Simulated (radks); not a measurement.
These are the eigenvalues of the occupied orbitals of an atom or ion with whole-number occupations (eV). All-electron calculation, non-relativistic Kohn-Sham, LB94 model potential, spin-polarised, spherical densities, point nucleus. Program: a radial shooting solver on a logarithmic mesh with Libxc functionals.

| orbital | eigenvalue |
|---|---|
| 1s | -14244.82 |
| 2s | -2724.570 |
| 2p | -2569.744 |
| 3s | -1057.108 |

Which element is it, and in what charge state? The configuration may be excited. Open shells, if any, are filled with parallel spins first.

Answer. Z = 35, bromine, charge +23: Br23+ in [Ne] 3s2. The list shows which subshells hold electrons but not how many an open one holds; the 1s level, -523.49 hartree, gives Z - s = 32.4 by -(Z - s)^2/2, which with screening narrows Z to a few neighbours, and the depths of the outer levels then fix element, charge and occupations together.
